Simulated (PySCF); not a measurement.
BClFH₂N, SMILES NB(F)Cl.

Coordinates come from a B3LYP-D3(BJ)/def2-SVP optimisation. The values are those of a single conformer.

The numbers are results of HF/def2-TZVPD (PySCF), not measurements.

Symmetry labels are those of the subgroup Cs that the program uses (full group Cs).

Computed valence orbital energies around the gap with their symmetry:
```csv
orbital,symmetry,energy (eV)
HOMO−7,A',-19.61
HOMO−6,A',-19.37
HOMO−5,A",-18.64
HOMO−4,A',-17.74
HOMO−3,A',-14.97
HOMO−2,A",-13.49
HOMO−1,A',-12.70
HOMO,A",-12.06
LUMO,A',1.19
LUMO+1,A',2.09
LUMO+2,A',2.29
LUMO+3,A",2.39
```
